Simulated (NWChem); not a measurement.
MgGeH4; SMILES [GeH3][MgH]

```xyz
6

Mg     0.2483     1.7938    -0.0006
H      0.2687     3.4985    -0.0020
Ge     0.2188    -0.7989     0.0016
H      0.7928    -1.4295    -1.2927
H      1.0419    -1.4300     1.1534
H     -1.2003    -1.4050     0.1459
```
Atoms are numbered in this order, from 1.

Structure relaxed at the PBE0/def2-SVP level.

Task: List the 4 lowest vertical singlet excitations from PBE0/def2-SVPD, TDA (NWChem).

Result: 
```tsv
state	energy (eV)	oscillator strength	leading excitation (squared amplitude)
S1	4.67	0.009	HOMO → LUMO (0.98)
S2	4.67	0.009	HOMO → LUMO+1 (0.98)
S3	5.65	0.537	HOMO → LUMO+2 (0.90)
S4	6.41	0.205	HOMO−1 → LUMO (0.93)
```
